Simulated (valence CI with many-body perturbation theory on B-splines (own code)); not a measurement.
Cs6+: electric-dipole lines

Level of theory: valence CI with perturbative core correlation (CI+MBPT): three valence electrons over a frozen Dirac-Fock core [Kr] 4d10, radial functions for each j: 7 s, 7 p, 7 d, 7 f, 4 g, 2 h, with the one-electron correlation potential Σ1, the two-electron term Σ2, the three-electron term Σ3, Breit, model QED; selected CI, second order for the rest, scaled by the run's own slope (own B-spline code, finite nucleus).

Set against measurement, 63 paired levels are off by 477 cm⁻¹ on average, the worst by 1585. These come from a selection out of Sansonetti, J. Phys. Chem. Ref. Data 38, 761 (2009). Levels without a partner in it may be off by more, other configurations by several thousand cm⁻¹. The list stops below the first excitations out of the core. 3 measured levels below the end of the list, from 384898 cm⁻¹ on, found no clear computed partner, and computed levels of the same name lie up to 2852 cm⁻¹ from them.

Lines 1 to 50 of 600 in falling wavelength, among levels below 483310 cm⁻¹, chosen from the strongest by gf and those to the six lowest levels. Wavelengths and rates use the calculated energies, so an error of 500 cm⁻¹ moves a line at 3878 Å by 1.9 % and its rate by three times that or more. Electric multipoles are in the length gauge, E1 and E2 with the static RPA response of the core. Weak lines are less certain than strong ones. Lines between different terms over intervals too small for the method are left out, as are lines whose strength nearly cancels. Where a level lies close to another of its J and parity, the split of strength between their lines is uncertain. The highest levels of a list are the least certain.

Names give the largest LS component (configuration and term), which can be under half, so a name can repeat, a term be missing and a line seem to break the LS rules; names also repeat where a configuration has a term twice. Letters in brackets count levels of one name in rising energy.

```csv
λ vac (Å),λ from measured levels,Upper,Lower,A (s⁻¹),S (a.u.) with core polarisation,S without
7873,,5s2 6d 2D_3/2,5s2 5f 2F°_5/2,1.36e+07,1.31e+01,1.31e+01
7228,,5s2 6d 2D_5/2,5s2 5f 2F°_7/2,1.72e+07,1.92e+01,1.92e+01
4379,,4f 5s 5d 2H°_9/2,4f2 5s 2I_11/2,1.43e+07,5.94e+00,6.70e+00
4033,,4f 5s 5d 2H°_11/2,4f2 5s 2I_13/2,2.11e+07,8.19e+00,9.18e+00
3991,,5s2 7p 2P°_1/2,5s2 7s 2S_1/2,2.07e+08,1.30e+01,1.31e+01
3878,3942,4f 5s2 2F°_5/2,5s 5p2 2D_3/2,2.11e+06,3.65e-01,4.36e-01
3558,,5s2 7p 2P°_3/2,5s2 7s 2S_1/2,2.96e+08,2.63e+01,2.65e+01
3457,,4f 5s 5d 4G°_5/2,4f2 5s 4H_7/2,3.69e+07,4.52e+00,5.08e+00
3418,,5s 5p 6p 2D_5/2 [b],5s2 7p 2P°_3/2,9.97e+07,1.18e+01,1.18e+01
3385,,4f 5s 5d 4G°_7/2,4f2 5s 4H_9/2,2.10e+07,3.21e+00,3.60e+00
3334,,4f 5s 5d 4G°_9/2,4f2 5s 4H_11/2,3.05e+07,5.58e+00,6.26e+00
3298,,4f 5s 5d 4D°_7/2,4f2 5s 4F_9/2,2.44e+07,3.45e+00,3.86e+00
3298,,4f 5s 5d 4G°_11/2,4f2 5s 4H_13/2,4.14e+07,8.79e+00,9.84e+00
3194,,4f 5s 5d 2F°_7/2,4f2 5s 2G_9/2,2.20e+07,2.83e+00,3.18e+00
3173,,5s 5p 5d 4F°_9/2,4f 5s 5p 4G_11/2,2.92e+07,4.59e+00,5.21e+00
2802,2943,5s 5p 5d 4F°_7/2,4f 5s 5p 4F_9/2,3.13e+07,2.72e+00,3.06e+00
2759,,5p2 5d 2F_5/2,4f 5p2 2G°_7/2 [a],4.04e+07,2.51e+00,2.89e+00
2695,,5p2 5d 4D_7/2,4f 5p2 4F°_9/2,4.17e+07,3.22e+00,3.70e+00
2583,2574,5s 5p 5d 2F°_7/2 [b],4f 5s 5p 2G_9/2 [b],3.47e+07,2.36e+00,2.61e+00
2528,2521,5s 5p 5d 2F°_5/2 [b],4f 5s 5p 2G_7/2 [b],4.08e+07,1.95e+00,2.16e+00
2520,,5p2 5d 4F_9/2,4f 5p2 4G°_11/2,4.88e+07,3.85e+00,4.41e+00
2475,,5s 5p 6p 2P_3/2,5s 5p 6s 2P°_3/2 [a],9.84e+07,2.94e+00,3.03e+00
2460,,5s 5p 6p 4P_5/2,5s 5p 6s 2P°_3/2 [a],6.30e+07,2.78e+00,2.92e+00
2413,,5p2 5d 2G_9/2,4f 5p2 2H°_11/2,5.83e+07,4.04e+00,4.62e+00
2360,,5s2 6d 2D_3/2,5s 5p 5d 2F°_5/2 [b],1.00e+08,2.60e+00,2.61e+00
2303,,5s 5p 5d 4D°_7/2,4f 5s 5p 4G_9/2,3.70e+07,1.79e+00,2.00e+00
2277,,5s 5p 6p 2D_3/2 [b],5s 5p 6s 2P°_1/2 [b],1.35e+08,3.14e+00,3.30e+00
2273,,5s 5p 6p 4D_3/2,5s 5p 6s 4P°_3/2,2.10e+08,4.86e+00,5.11e+00
2242,,5p2 5d 2G_7/2,4f 5p2 2H°_9/2,5.64e+07,2.51e+00,2.87e+00
2241,,5s 5p 6p 4D_1/2,5s 5p 6s 4P°_1/2,3.61e+08,4.01e+00,4.21e+00
2231,,5s2 6d 2D_5/2,5s 5p 5d 2F°_7/2 [b],1.06e+08,3.49e+00,3.49e+00
2198,,5s 5p 6p 2P_1/2 [a],5s 5p 6s 2P°_1/2 [a],3.40e+08,3.56e+00,3.68e+00
2190,2220,4f 5s2 2F°_7/2,5s 5p2 4P_5/2,1.58e+06,6.55e-02,7.86e-02
2156,,5s 5p 6p 2D_3/2 [c],5s 5p 6s 2P°_3/2 [b],1.21e+08,2.39e+00,2.51e+00
2119,,5s 5p 6p 2D_3/2 [c],5s 5p 6s 2P°_1/2 [b],1.51e+08,2.84e+00,2.95e+00
2118,2105,5s2 6p 2P°_1/2,5s2 6s 2S_1/2,4.90e+08,4.59e+00,4.77e+00
2072,,5s 5p 6p 2P_3/2,5s 5p 6s 4P°_5/2,1.78e+08,3.13e+00,3.31e+00
2062,,5s 5p 6p 4P_5/2,5s 5p 6s 4P°_5/2,3.55e+08,9.23e+00,9.65e+00
2049,,5s 5p 6p 4D_3/2,5s 5p 6s 4P°_1/2,1.22e+08,2.07e+00,2.19e+00
2048,,5s 5p 6p 4S_3/2,5s 5p 6s 2P°_3/2 [a],1.69e+08,2.87e+00,2.96e+00
2031,,5s 5p 6p 4P_1/2,5s 5p 6s 4P°_3/2,5.08e+08,4.20e+00,4.39e+00
2020,,5s 5p 6p 2D_3/2 [a],5s 5p 6s 2P°_1/2 [a],3.03e+08,4.92e+00,5.13e+00
2015,,5s 5p 6p 2D_5/2 [b],5s 5p 6s 2P°_3/2 [b],4.96e+08,1.20e+01,1.24e+01
1982,,5s2 7p 2P°_1/2,5s2 6d 2D_3/2,1.12e+09,8.59e+00,8.54e+00
1946,,5s 5p 6p 2D_5/2 [a],5s 5p 6s 2P°_3/2 [a],3.77e+08,8.23e+00,8.61e+00
1945,,5s 5p 6p 4D_5/2,5s 5p 6s 4P°_3/2,3.94e+08,8.58e+00,9.03e+00
1911,,5s2 7p 2P°_3/2,5s2 6d 2D_5/2,1.07e+09,1.48e+01,1.47e+01
1889,,5s 5p 6p 4D_7/2,5s 5p 6s 4P°_5/2,4.22e+08,1.12e+01,1.18e+01
1869,,5s2 7p 2P°_3/2,5s2 6d 2D_3/2,1.24e+08,1.60e+00,1.59e+00
1852,,4f2 5s 2D_3/2,5s 5p 6s 4P°_5/2,1.46e+08,1.83e+00,1.94e+00
```
